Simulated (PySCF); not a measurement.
**Be⁺ (beryllium, charge +1) across methods**

[He] 2s1, 2S determinant. Computed with PySCF 2.14 in dyall-acv3z, with the non-relativistic Hamiltonian (point nucleus).

| method | E (hartree) | mean ε 1s α (eV) | mean ε 1s β (eV) | mean ε 2s α (eV) | Σ⟨r²⟩ (bohr²) | ⟨S²⟩ |
| --- | --- | --- | --- | --- | --- | --- |
| UHF | -14.27744 | -140.38 | -139.26 | -18.130 | 6.556 | 0.750 |
| CAM-B3LYP | -14.3156 | -124.76 | -124.19 | -16.724 | 6.421 | 0.750 |
| B3LYP | -14.3385 | -122.83 | -122.27 | -15.245 | 6.400 | 0.750 |
| PBE0 | -14.3069 | -123.62 | -122.97 | -15.481 | 6.453 | 0.750 |
| wB97M-V | -14.3309 | -126.39 | -125.77 | -17.202 | 6.550 | 0.750 |
| PW91 | -14.3154 | -118.05 | -117.54 | -14.504 | 6.450 | 0.750 |
| PBE | -14.2993 | -117.81 | -117.30 | -14.472 | 6.449 | 0.750 |
| LDA | -14.1155 | -116.47 | -115.97 | -14.299 | 6.520 | 0.750 |

Q: Estimate the same row for r2SCAN.

A: E (hartree) = -14.3259; mean ε 1s α (eV) = -120.05; mean ε 1s β (eV) = -119.64; mean ε 2s α (eV) = -14.632; Σ⟨r²⟩ (bohr²) = 6.447; ⟨S²⟩ = 0.750.
